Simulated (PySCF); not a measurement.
Ge(H)(Cl)2(Me) (CH4Cl2Ge), SMILES [CH3][GeH]([Cl])[Cl].

The structure is a stationary point at PBE-D3(BJ)/def2-SVP.

All values below come from PySCF with PBE-D3(BJ)/def2-SVP.

Frequencies are harmonic and unscaled.

```csv
mode,ν (cm⁻¹),IR (km/mol),moving atoms (share of kinetic energy)
1,105,0.1,H 99 %
2,138,3.3,"Cl 76 %, Ge 16 %"
3,152,0.4,"C 43 %, H 27 %, Cl 23 %, Ge 8 %"
4,173,4.5,"Ge 34 %, Cl 26 %, C 22 %, H 17 %"
5,399,29.4,"Cl 74 %, Ge 23 %"
6,419,72.3,"Cl 62 %, Ge 38 %"
7,599,14.2,"C 62 %, H 22 %, Ge 16 %"
8,630,48.1,H 91 %
9,683,25.5,H 97 %
10,791,68.0,"H 80 %, C 18 %"
11,824,55.1,"H 82 %, C 17 %"
12,1203,5.5,"H 80 %, C 19 %"
13,1373,4.7,H 96 %
14,1377,3.6,H 96 %
15,2098,95.8,H 99 %
16,2991,0.2,H 97 %
17,3105,0.1,"H 90 %, C 10 %"
18,3113,0.0,"H 90 %, C 10 %"
```
